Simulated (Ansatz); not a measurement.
Consider the ligand exchange at the Si–Cl bond: `O[SiH](Cl)Cl` + `O[Si](O)(F)F` → `O[SiH](Cl)O[Si](O)(F)F` + HCl.

Calculated with Ansatz (gas phase, PBE0-D4/def2-TZVP geometries, no zero-point term in ΔE). CBS: MP2 limit from def2 TZ/QZ plus the TZ coupled-cluster correction, frozen cores. This one scheme is used for every species. DFT in def2-TZVPP. Each species was taken in one conformer, which may not be the lowest.

```json
{"species": "`O[SiH](Cl)Cl`", "B2PLYP energy (Eh)": "-1286.12763"}
{"species": "`O[Si](O)(F)F`", "B2PLYP energy (Eh)": "-640.94882"}
{"species": "`O[SiH](Cl)O[Si](O)(F)F`", "B2PLYP energy (Eh)": "-1466.40022"}
{"species": "HCl", "B2PLYP energy (Eh)": "-460.68739"}
```

**Question.** Work out ΔE.

**Answer.** ΔE = (-1466.40022) + (-460.68739) − (-1286.12763) − (-640.94882) = -0.01116 Eh = -29.3 kJ/mol. CCSD(T)/CBS gives -32.1 kJ/mol.

Largest T1 diagnostic among the species: 0.011.

At CCSD(T), def2-SVP lies −6.4 kJ/mol from the extrapolated value and def2-TZVPP −4.2 kJ/mol. From PBE to PBE0 (25 % exact exchange), in def2-TZVPP and without D4, ΔE moves by −4.4 kJ/mol. Leaving LDA and LC-ωPBE aside and taking each functional with its dispersion term where it has one, the values, not all of them listed here, spread over 19.6 kJ/mol, from BHLYP-D4 to PBE-D4. LDA lies −9.9 kJ/mol from PBE without D4.
